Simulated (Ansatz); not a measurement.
Cl2OTi, triplet, geometry from GFN2-xTB (such geometries of metal compounds can be far from the true shape) (the multiplicity is a formal guess); Ansatz (a program for electronic structure) with SC-NEVPT2/STO-3G, CASSCF(2,4).

Ansatz was given this input:
Ansatz 0.2 input:
```yaml
crystal:
  periodic: [false, false, false]
  atoms:
    - {symbol: Ti, position_ang: [-0.25393257, 0.19354860, -0.18169691]}
    - {symbol: Cl, position_ang: [1.67846960, -0.12938756, -1.04236339]}
    - {symbol: Cl, position_ang: [-0.69301964, -0.62172704, 1.74748449]}
    - {symbol: O, position_ang: [-1.39576661, 1.06385988, -0.99871585]}
basis:
  gaussian:
    orbitals: STO-3G
correlation: {method: sc_nevpt2, electrons: all, active_space: {window: {electrons: 2, orbitals: 4}}}
magnetization: {spin_polarized: false, initial_magnetization: 2}
```

**Question.** Predict the main parts of the log of this Ansatz run.

**Answer.** 
```
Functional definition: HF
510 factors; integrals over basis functions are off by at most 1.3e-4 eV
mean field evaluation 1: about -49601.1147 eV, gradient 3.1e1 eV
mean field evaluation 2: about -49601.1601 eV, gradient 3.1e1 eV
mean field evaluation 4: about -49606.2056 eV, gradient 1.9e0 eV
mean field evaluation 8: about -49606.2625 eV, gradient 5.0e-2 eV
mean field evaluation 16: about -49598.5327 eV, gradient 8.5e-1 eV
mean field evaluation 32: about -49604.1651 eV, gradient 1.2e-6 eV
mean field evaluation 64: about -49606.2054 eV, gradient 4.0e-2 eV
mean field evaluation 96: about -49604.3462 eV, gradient 1.2e0 eV
mean field evaluation 128: about -49598.7048 eV, gradient 2.8e0 eV
mean field evaluation 160: about -49606.2598 eV, gradient 4.6e-2 eV
mean field evaluation 192: about -49606.2036 eV, gradient 2.2e-1 eV
mean field evaluation 224: about -49606.2105 eV, gradient 3.1e-1 eV
mean field evaluation 256: about -49606.1675 eV, gradient 1.9e0 eV
mean field -49606.26150351 eV, -1822.9964859223 hartree, gradient 2.0e-6 eV, S^2 2.000000; 18 other end points of the search recorded, 0 dependent functions left out
reference -49606.26150351 eV, -1822.9964859223 hartree; 33, 31 occupied and 8, 10 virtual orbitals, 510 factors
state -49606.26453893 eV, -1822.9965974718 hartree
state -49606.26453893 eV, -1822.9965974718 hartree; corrected -49609.89436773 eV, -1823.1299912199 hartree
Total energy: -49609.89436773 eV, -1823.1299912199 hartree
```
